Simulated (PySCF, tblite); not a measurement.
Isomers of C5H13NO3Si, one GFN2-xTB conformer each. Single-point energies are computed at PBE0/pcSseg-1 (PySCF, gas phase, no added dispersion term), electronic only.

```csv
SMILES,GFN2-xTB relative energy (kcal/mol)
CN[Si@@H](OC)[C@@H](C)C(=O)O,51.0
CCC(=O)O[Si@H](O)N(C)C,8.7
CN[Si@@H]1OCC[C@H](OC)O1,19.6
CN[Si@@H]1OCC[C@@H](OC)O1,18.3
CCO[Si]1(N)OCCCO1,0.0
```

Conformers: `[CH3:1][NH:2][Si@@H:3]([O:4][CH3:5])[C@@H:6]([CH3:7])[C:8](=[O:9])[OH:10]` with C1–N2–Si3–O4 50°, N2–Si3–O4–C5 47°, N2–Si3–C6–C7 -56°, Si3–C6–C8–O9 -87°, C6–C8–O10–H -176°; `[CH3:1][CH2:2][C:3](=[O:4])[O:5][Si@H:6]([OH:7])[N:8]([CH3:9])[CH3:10]` with C1–C2–C3–O4 5°, C2–C3–O5–Si6 178°, C3–O5–Si6–O7 -31°, O5–Si6–O7–H 33°, O5–Si6–N8–C9 168°; `[CH3:1][NH:2][Si@@H:3]1[O:4][CH2:5][CH2:6][C@H:7]([O:8][CH3:9])[O:10]1` with C1–N2–Si3–O4 -172°, C6–C7–O8–C9 180°, N2–Si3–O4–C5 -126°, Si3–O4–C5–C6 -20°, O4–C5–C6–C7 56°, C5–C6–C7–O8 57°; `[CH3:1][NH:2][Si@@H:3]1[O:4][CH2:5][CH2:6][C@@H:7]([O:8][CH3:9])[O:10]1` with C1–N2–Si3–O4 -173°, C6–C7–O8–C9 -173°, N2–Si3–O4–C5 -143°, Si3–O4–C5–C6 45°, O4–C5–C6–C7 -61°, C5–C6–C7–O8 -60°; `[CH3:1][CH2:2][O:3][Si:4]1([NH2:5])[O:6][CH2:7][CH2:8][CH2:9][O:10]1` with C1–C2–O3–Si4 180°, C2–O3–Si4–N5 180°, O3–Si4–N5–H -65° and 65°, O3–Si4–O6–C7 -156°, Si4–O6–C7–C8 49°, O6–C7–C8–C9 -61°, C7–C8–C9–O10 61°.

Task: What does PBE0/pcSseg-1 give for the same structures?

Result: 
```csv
SMILES,PBE0/pcSseg-1 E (Eh),PBE0/pcSseg-1 (kcal/mol),GFN2-xTB (kcal/mol),point group
CCO[Si]1(N)OCCCO1,-767.70549,0.0,0.0,Cs
CCC(=O)O[Si@H](O)N(C)C,-767.67897,16.6,8.7,C1
CN[Si@@H]1OCC[C@@H](OC)O1,-767.63585,43.7,18.3,C1
CN[Si@@H]1OCC[C@H](OC)O1,-767.63568,43.8,19.6,C1
CN[Si@@H](OC)[C@@H](C)C(=O)O,-767.63285,45.6,51.0,C1
```

Both levels put the same isomer lowest; measured from each level's own lowest isomer, the values differ by up to 25.4 kcal/mol (CN[Si@@H]1OCC[C@@H](OC)O1: 18.3 against 43.7). As drawn, the highest has a C=O bond, an O–H bond and a C(=O)–O unit, which the lowest lacks. Neighbours under 2.5 kcal/mol apart (CN[Si@@H]1OCC[C@@H](OC)O1 and CN[Si@@H]1OCC[C@H](OC)O1; CN[Si@@H]1OCC[C@H](OC)O1 and CN[Si@@H](OC)[C@@H](C)C(=O)O) can change places with a better method, another conformer or zero-point energy. CN[Si@@H]1OCC[C@@H](OC)O1 and CN[Si@@H]1OCC[C@H](OC)O1 are stereoisomers, 0.1 kcal/mol apart in the conformers taken.

Task: Which frontier levels, dipoles and rotational constants go with these structures?

Result: 
```tsv
SMILES	HOMO (eV, PBE0/pcSseg-1)	LUMO (eV)	dipole (D)	A, B, C (MHz)
CCO[Si]1(N)OCCCO1	-7.50	1.34	1.03	1921, 748.9, 705.2
CCC(=O)O[Si@H](O)N(C)C	-6.56	0.04	2.41	2426, 602.3, 509.7
CN[Si@@H]1OCC[C@@H](OC)O1	-6.79	1.34	0.82	1784, 879.5, 683.0
CN[Si@@H]1OCC[C@H](OC)O1	-6.84	1.31	0.72	1553, 1026, 743.6
CN[Si@@H](OC)[C@@H](C)C(=O)O	-6.89	0.15	1.14	1584, 768.9, 667.7
```

Task: What happens when harmonic zero-point energies from GFN2-xTB frequencies are added?

Result: 
| SMILES | ZPE (kcal/mol) | electronic (kcal/mol) | with ZPE (kcal/mol) |
| --- | --- | --- | --- |
| CCO[Si]1(N)OCCCO1 | 118.0 | 0.0 | 0.0 |
| CCC(=O)O[Si@H](O)N(C)C | 114.6 | 16.6 | 13.2 |
| CN[Si@@H]1OCC[C@@H](OC)O1 | 116.6 | 43.7 | 42.3 |
| CN[Si@@H]1OCC[C@H](OC)O1 | 116.4 | 43.8 | 42.2 |
| CN[Si@@H](OC)[C@@H](C)C(=O)O | 114.5 | 45.6 | 42.1 |

The zero-point energies span 3.5 kcal/mol. The lowest isomer stays, but the order above it changes.
